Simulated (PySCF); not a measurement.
B3LYP has the VWN-RPA correlation part, as in Gaussian. 

```xyz
8

C     -0.9467    -0.0393     0.0482
C      0.5112    -0.0542     0.3001
O      1.2842    -0.1690    -0.8303
H     -1.2498    -0.9088    -0.5417
H     -1.4936    -0.0557     0.9916
H     -1.2660     0.8539    -0.5100
H      0.9452     0.4902     1.1332
H      2.2154    -0.1171    -0.5912
```

Charge 0, multiplicity 2.

### Question
Give the Mulliken and meta-Löwdin atomic charges from B3LYP-D3(BJ)/def2-TZVP run with PySCF 2.14.0.

### Answer

| atom | Mulliken (e) | meta-Löwdin (e) |
|---|---|---|
| C1 | -0.30 | -0.34 |
| C2 | -0.04 | 0.01 |
| O3 | -0.39 | -0.46 |
| H4 | 0.11 | 0.12 |
| H5 | 0.10 | 0.12 |
| H6 | 0.10 | 0.11 |
| H7 | 0.09 | 0.09 |
| H8 | 0.31 | 0.35 |
